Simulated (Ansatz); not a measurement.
Geometry optimisation, Ansatz, RKS PBE-D4/def2-SVP.

Input:

```yaml
crystal:
  periodic: [false, false, false]
  atoms:
    - { symbol: Ge, position_ang: [0.0, 0.0, 0.0] }
    - { symbol: Ge, position_ang: [0.0, 0.0, 2.4] }
    - { symbol: H, position_ang: [-1.3958, -0.4318, 2.9174] }
    - { symbol: H, position_ang: [1.0719, -0.9929, 2.9174] }
    - { symbol: H, position_ang: [0.324, 1.4247, 2.9174] }
    - { symbol: H, position_ang: [1.4616, 0.0, -0.5162] }
    - { symbol: H, position_ang: [-0.73, 1.2648, -0.5162] }
    - { symbol: C, position_ang: [-0.9232, -1.5994, -0.6527] }
    - { symbol: H, position_ang: [-1.4228, -2.1111, 0.1962] }
    - { symbol: H, position_ang: [-1.6833, -1.3066, -1.4068] }
    - { symbol: H, position_ang: [-0.1873, -2.288, -1.1178] }
basis:
  gaussian: { orbitals: def2-SVP }
hamiltonian:
  xc: pbe
  dispersion: d4
relax:
  f_tol: 0.02
  max_steps: 40
```

Run as:

```bash
$ ansatz run input.yaml --threads 2 --pin off --max-ram 3072MiB --backend cpu --events-out ev --progress --plain --runs-dir out
```

Where does it end, and by what steps?

The forces met the threshold. The force dipped under the threshold on the way, but the program's further checks kept it going. After 14 steps the energy has fallen by 0.079 eV; H10 moved furthest, 0.84 Å.

| step | energy less start (eV) | largest force component (eV/Å) | accepted |
| --- | --- | --- | --- |
| 0 | 0.0000 | 0.225 | yes |
| 1 | -0.0259 | 0.129 | yes |
| 2 | -0.0341 | 0.059 | yes |
| 3 | -0.0493 | 0.044 | yes |
| 4 | -0.0442 | 0.590 | no |
| 5 | -0.0574 | 0.023 | yes |
| 6 | -0.0621 | 0.234 | yes |
| 7 | -0.0730 | 0.022 | yes |
| 8 | -0.0648 | 0.260 | no |
| 9 | -0.0737 | 0.012 | yes |
| 10 | -0.0760 | 0.147 | yes |
| 11 | -0.0772 | 0.101 | yes |
| 12 | -0.0783 | 0.008 | yes |
| 13 | -0.0785 | 0.005 | yes |
| 14 | -0.0786 | 0.006 | yes |

```xyz
11
Properties=species:S:1:pos:R:3
Ge -0.143 0.057 -0.003
Ge 0.093 -0.020 2.422
H -1.275 -0.318 3.097
H 1.082 -1.143 2.841
H 0.625 1.325 2.987
H 1.250 0.309 -0.648
H -1.068 1.246 -0.395
C -0.901 -1.630 -0.690
H -1.908 -1.799 -0.261
H -0.987 -1.587 -1.793
H -0.251 -2.483 -0.417
```

Run time: 54 s on 2 threads of Intel(R) Xeon(R) Platinum 8259CL CPU @ 2.50GHz (Skylake/Cascade Lake) (shared host), peak memory 0.19 GiB.
